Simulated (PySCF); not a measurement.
**Shifts of the heteroatoms**

Atom-mapped SMILES (the numbers label the heavy atoms): `[CH3:1][O:2][SiH2:3]/[CH:4]=[C:5](\[CH2:6][Cl:7])[SiH2:8][Cl:9]`. Each H is labelled by its parent atom.

Method: GFN2-xTB geometry, shielding tensors at PBE0/pcSseg-1 (GIAO), in PySCF 2.14.0 with density-fitted response routines (relativity neglected, fast rotation and ring inversion assumed for equivalent nuclei, no solvent, one conformer).

Question: Where does 29Si resonate?

Answer: 
| atoms | environment | σ (ppm) | δ (ppm) |
| --- | --- | --- | --- |
| Si8 | silicon bonded to C, Cl, 2 H | 369.3 | -23.6 |
| Si3 | silicon bonded to C, O, 2 H | 381.1 | -33.3 |

Shieldings were converted by a linear fit to measured shifts: 29Si: δ = 279.94 − 0.822σ (rms 8.9 ppm, 72 shifts, 25.8 ppm with the 6 outliers that the fit left out vs TMS, solution or neat liquid). Occasional misses reach two or three times the rms, and more in compound classes unlike the fitted ones.

On a 300 MHz spectrometer 29Si resonates near 59.6 MHz, so 1 ppm is 59.6 Hz.

Question: What are the 17O shifts?

Answer: 
| atoms | environment | σ (ppm) | δ (ppm) |
| --- | --- | --- | --- |
| O2 | oxygen bonded to C, Si | 343.5 | -46.2 |

Shieldings were converted by a linear fit to measured shifts: 17O: δ = 266.70 − 0.911σ (rms 10.7 ppm, 155 shifts, 12.2 ppm with the 3 outliers that the fit left out vs liquid water, solution or neat liquid). A few per cent of atoms miss by over 2 rms, more outside the fitted compound classes.

On a 400 MHz spectrometer 17O resonates near 54.2 MHz, so 1 ppm is 54.2 Hz.
